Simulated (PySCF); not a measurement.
Two-photon absorption: `C=CC1=C(F)C=C[C@@H]1[SeH]`, C7H7FSe

Cartesian coordinates in Å; atom numbers follow the order of the lines, from 1:
```xyz
16

C    -2.5758   -0.3346   -0.0314
C    -1.5124   -0.6060    0.7212
C    -0.1484   -0.3714    0.3328
C     0.9719   -0.6784    1.0358
F     1.0032   -1.2531    2.2451
C     2.1690   -0.3305    0.3155
C     1.8046    0.1991   -0.8633
C     0.3192    0.2491   -0.9456
Se   -0.2633    2.1579   -1.1159
H    -3.5745   -0.5291    0.3163
H    -2.4880    0.0961   -1.0156
H    -1.6360   -1.0420    1.7042
H     3.1629   -0.4939    0.6887
H     2.4443    0.5674   -1.6433
H    -0.0946   -0.2180   -1.8414
H     0.4102    2.5962    0.0854
```

The calculation used PySCF, TDDFT PBE0/def2-SVPD excited states, vertical, gas phase. Geometry: GFN2-xTB.

The calculation is non-relativistic, which matters for the atoms heavier than Zn.

Task: How strongly do the lowest singlets absorb one photon, and two photons of half the energy?

Result: δ for parallel linear polarisation; σ at the peak of a Lorentzian of half width 0.1 eV, single beam; Ω is circular over linear.
| state | E (eV) | f | photon λ (nm) | δ (au) | σ (GM) | Ω | main |
| --- | --- | --- | --- | --- | --- | --- | --- |
| S1 | 3.43 | 0.031 | 722 | 14.8 | 0.06 | 1.16 | HOMO→LUMO 0.77, HOMO−1→LUMO 0.20 |
| S2 | 3.90 | 0.069 | 636 | 114 | 0.63 | 0.76 | HOMO−1→LUMO 0.77, HOMO→LUMO 0.19 |
| S3 | 4.82 | 0.036 | 515 | 121 | 1.03 | 0.51 | HOMO→LUMO+1 0.72, HOMO−1→LUMO+1 0.17 |
| S4 | 5.29 | 0.007 | 469 | 38.5 | 0.39 | 0.68 | HOMO−1→LUMO+1 0.64, HOMO→LUMO+2 0.23 |
| S5 | 5.36 | 0.175 | 463 | 530 | 5.58 | 0.82 | HOMO→LUMO+2 0.58, HOMO→LUMO+1 0.13 |

Among these, the strongest one-photon state is S5, the strongest two-photon state S5, with a dipole change of 3.3 D (relaxed, norm of the difference vector).
